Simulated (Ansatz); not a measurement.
## Two structures, one formula

Two relaxed structures of Al$_{2}$H$_{2}$Cl$_{2}$, closed shell (PBE0-D4/def2-TZVP; forces vanish, vibrations not checked).

A:

Al1  (-0.796, 1.072, -0.425)
Al2  (0.671, -0.908, 0.355)
Cl3  (1.672, -0.897, 2.203)
Cl4  (0.949, -2.636, -0.806)
H5  (-1.530, 1.020, -1.831)
H6  (-0.965, 2.348, 0.504)
(Å)

B:

Al1  (-0.700, 0.992, 0.333)
Al2  (1.295, -0.499, 0.698)
Cl3  (2.813, -1.752, 1.412)
Cl4  (-0.173, 0.050, 2.457)
H5  (-1.997, 0.292, -0.234)
H6  (-0.423, 2.547, 0.377)
(Å)

Program: Ansatz 0.2.0. Basis: def2-TZVPP. Cores are frozen in the correlated methods. B3LYP uses VWN-RPA correlation.

Q: Which structure is lower at CCSD(T), and by how much? (An estimate is asked for; the value comes from the calculation.)

A: By the calculation: A, by 4.70 kcal/mol (electronic energy, against the other). By their contacts, A is Al₂H₂Cl₂ ([AlH2][Al]([Cl])[Cl]) and B is Al₂H₂Cl₂ ([Cl][Al]1[AlH2][Cl]1).

All methods give the same order:

```csv
method,E(B) − E(A) (kcal/mol)
PBE-D4,1.04
r2SCAN-D4,2.42
PBE0-D4,2.91
B3LYP-D4,4.19
wB97M-V,1.77
HF,11.12
MP2,4.49
CCSD,5.91
CCSD(T),4.70
```

T1 diagnostic: at most 0.011.

Labels in which every atom is bracketed show which atoms are joined, not bond orders.

For scale, one of the runs: CCSD(T)/def2-TZVPP, 196 basis functions, launched by `ansatz run in.yaml --threads 2 --pin off --events-out ev --progress --plain --max-ram 4352MiB`. Time: 47 s of wall clock on 2 CPU threads of an Intel Xeon Platinum 8259CL; the host was shared. Peak host memory: 1.9 GiB.
